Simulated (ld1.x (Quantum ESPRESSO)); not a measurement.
# Varying the ultrasoft potential for Au

Base potential:

```
Element                 : Au (Z = 79)
Generator               : ld1.x (Quantum ESPRESSO) 7.5
Type                    : ultrasoft
Functional              : PBE
Relativity              : scalar-relativistic
Frozen core             : [Xe] 4f14
Valence charge          : 11
Reference configuration : 5d10 6s1 6p0
Partial waves           : 6s (bound): rcut 2.00, rcutus 2.75 bohr; 6s channel at -0.1 Ry: rcut 2.00, rcutus 2.75 bohr; 6p (bound, empty): rcut 1.00, rcutus 1.35 bohr; 6p channel at 0.25 Ry: rcut 1.00, rcutus 1.35 bohr; 5d (bound): rcut 1.80, rcutus 2.00 bohr; 5d channel at 3 Ry: rcut 1.80, rcutus 2.00 bohr
Local potential         : all-electron potential smoothed inside 1.45 bohr (lloc = -1)
Core correction         : none
Augmentation charge     : PSQ, inside the norm-conserving radii
```

All-electron outer shells of the reference configuration (PBE, scalar-relativistic, ld1.x):

```csv
shell,level (eV),outermost node (bohr),outermost maximum (bohr)
4f,-81.12,–,0.37
5p,-59.78,0.52,0.96
5d,-6.88,0.56,1.21
6s,-5.76,1.11,2.32
6p,-0.77,1.32,3.64
```

Cutoffs, loose and tight: the cutoffs (Ry, on a coarse ladder) from which the occupation-weighted sum of valence levels, in a spherical-Bessel basis at the reference potential, stays within 10 and 1 mRy of its value at 400 Ry. They do not see the model core or the augmentation charge, which bear on the density cutoff. Test errors are all-electron minus pseudo excitation energies from the reference, over the configurations 5d10 6s0 6p0; 5d9 6s0 6p0; 5d8 6s0 6p0; 5d10 6s0 6p1; 5d7 6s0 6p0; 5d9 6s2 6p0; 5d9 6s1 6p1. A dash means not determined; rows that change the core or the reference have their own tests. The largest error is taken over the tests solved by every variant that gives reliable tests at all: 5d10 6s0 6p0; 5d7 6s0 6p0; 5d8 6s0 6p0; 5d9 6s0 6p0.

A true bound ghost makes a file unfit for plane-wave use even where its test errors are small: the radial tests pick states by their node count and pass the ghost by. Where a test does run into it, the solver fails or the error is huge.

Cutoffs are not given where the Bessel-basis levels miss the radial ones by over 6 mRy, ghosts where they miss by over 20 mRy; a channel whose overlap is not positive is not tested.

A file whose overlap is not positive is unfit for use, and its test errors describe a broken file.

```tsv
change	outcome	cutoff, loose	cutoff, tight	bound ghosts	largest test error (meV)
base	generated, overlap not positive	–	–	s, p (d not tested, overlap not positive)	+259
waves 6p (bound): rcut 1.00, rcutus 1.92 bohr; 6p channel at 0.25 Ry: rcut 1.00, rcutus 1.92 bohr	generated, overlap not positive	–	–	s, p (d not tested, overlap not positive)	+259
waves 6s (bound): rcut 2.00, rcutus 3.50 bohr; 6s channel at -0.1 Ry: rcut 2.00, rcutus 3.50 bohr	generated, overlap not positive	–	–	p (s, d not tested, overlap not positive)	+271
all radii scaled by about 1.03 (s 2.84, p 1.40, d 2.06 bohr, rcut 2.06/1.02/1.86); local potential all-electron potential smoothed inside 1.50 bohr (lloc = -1)	generated, overlap not positive	–	–	p (s, d not tested, overlap not positive)	+1081
local potential all-electron potential smoothed inside 1.25 bohr (lloc = -1)	generated, overlap not positive	–	–	p (s, d not tested, overlap not positive)	+174
fully relativistic	generated, overlap not positive	–	–	s (p1/2, p3/2, d3/2, d5/2 not tested, overlap not positive)	+273
functional LDA (PZ)	generated, overlap not positive	–	–	s, p (d not tested, overlap not positive)	+285
core [Kr] 4d10 4f14, valence charge 19; reference 5s2 5p6 5d10 6s0 6p1; waves now 5s (bound): rcut 1.65, rcutus 1.85 bohr; 6s (bound): rcut 1.65, rcutus 1.85 bohr; 5p (bound): rcut 1.40, rcutus 1.65 bohr; 6p (bound): rcut 1.40, rcutus 1.65 bohr; 5d (bound): rcut 1.65, rcutus 1.95 bohr; 5d channel at 3 Ry: rcut 1.65, rcutus 1.95 bohr; local potential all-electron potential smoothed inside 1.90 bohr (lloc = -1); core correction a·sin(br)/r model core, default radius (core density twice the valence density)	generated, overlap not positive	–	–	not determined (overlap not positive)	test run stopped at test 1 of 7 (negative rho)
all radii scaled by about 1.07 (s 2.94, p 1.44, d 2.14 bohr, rcut 2.14/1.06/1.92); local potential all-electron potential smoothed inside 1.54 bohr (lloc = -1)	generated, overlap not positive	–	–	not determined (overlap not positive)	-1018
```

(1) What comes out with this change to the base: waves 5d (bound): rcut 1.20, rcutus 1.28 bohr; 5d channel at 3 Ry: rcut 1.20, rcutus 1.28 bohr?

(2) What comes out with this change to the base: local potential all-electron potential smoothed inside 2.04 bohr (lloc = -1)?

(3) What comes out with this change to the base: wave 5d channel at 3 Ry: rcut 1.80, rcutus 2.00 bohr becomes 5d channel at 0.15 Ry: rcut 1.80, rcutus 2.00 bohr?

## Answers

(1) outcome: generated; cutoff, loose: 60 Ry; cutoff, tight: 110 Ry; bound ghosts: s, p; largest test error (meV): -261.

(2) outcome: generated; cutoff, loose: 30 Ry; cutoff, tight: 45 Ry; bound ghosts: p; largest test error (meV): -893.

(3) outcome: generated; cutoff, loose: 30 Ry; cutoff, tight: 45 Ry; bound ghosts: s, p; largest test error (meV): test run stopped at test 1 of 7 (negative rho).
